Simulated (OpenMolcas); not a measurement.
# Br IV: the spin-orbit constant, worked from levels

| Item | Value |
| --- | --- |
| Program | OpenMolcas 26.06 |
| Basis | ANO-RCC-VQZP [7s6p4d2f1g] |
| Scalar Hamiltonian | DKH2, point nucleus |
| Active space | 2 electrons in 9 orbitals (RAS2 4p; RAS3 4d 5s, at most 1 electron) |
| State averaging | 2S+1 = 3 even, 3 roots; 2S+1 = 1 even, 6 roots; 2S+1 = 3 odd, 18 roots; 2S+1 = 1 odd, 18 roots |
| Spin-orbit coupling | RASSI with atomic mean-field integrals over the reference wave functions, term energies averaged over their components |

Methods: RASSCF; MS-RASPT2, IPEA 0.25 Eh, imaginary shift 0.1 Eh (closed shells correlated: 3d 4s).

**The spin-orbit constant.** For the Hund term 3P of p2, E(J) = (A/2) J(J+1) + constant and ζ = 2S·A = 2A. From J = 0 to J = 2 the energy changes by 3 A.

| Source | E(2) - E(0) | A | ζ |
| --- | --- | --- | --- |
| RASSCF | 5082.6 | 1694.2 | 3388 |
| MS-RASPT2 | 5008.6 | 1669.5 | 3339 |

All in cm-1. Both methods take the spin-orbit matrix elements from the reference wave functions, so the second can move ζ only through the term energies and any multistate remixing. Second-order mixing with other terms is absorbed into this ζ.

Over all roots computed the reference weight is 0.87 to 0.97 in MS-RASPT2; the roots of lowest weight are the least certain, and an intruder state may touch them. With the s shell closed, the reference lacks s² → p² mixing. Levels of configurations outside the active space are missing.
